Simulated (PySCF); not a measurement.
**Germanium: a sound run and one with changed settings**

Sound run: Ge [Ar] 3d10 4s2 4p2, Ge⁺ [Ar] 3d10 4s2 4p1. All numbers are calculated (PySCF 2.14, the spin-free X2C one-electron Hamiltonian (Gaussian nucleus), in aug-cc-pVDZ-DK). The sound run starts from symmetry-adapted Hartree-Fock orbitals and uses a fine grid where one is needed.

A second run was set up differently.

```tsv
species	method	sound run (hartree)	changed run (hartree)	converged
Ge	UHF	-2096.95964	-2096.95964	yes
Ge	PBE	-2098.34031	-2098.34064	yes
Ge	M06-2X	-2098.70736	-2098.70919	yes
Ge⁺	UHF	-2096.68721	-2096.68721	yes
Ge⁺	PBE	-2098.04987	-2098.04961	yes
Ge⁺	M06-2X	-2098.42247	-2098.41964	yes
```

Ionisation energy of Ge:

```csv
method,sound run (eV),changed run (eV)
UHF,7.413,7.413
PBE,7.903,7.919
M06-2X,7.752,7.879
```

What was changed?
A. all electrons correlated in a valence basis
B. level shift left on
C. minimal basis
D. angular grid far too coarse

D. It used 14 angular points. A coarse angular grid integrates products of high-l functions wrongly, so density functionals can shift, and the SCF can exploit the error; Hartree-Fock and MP2 need no grid.
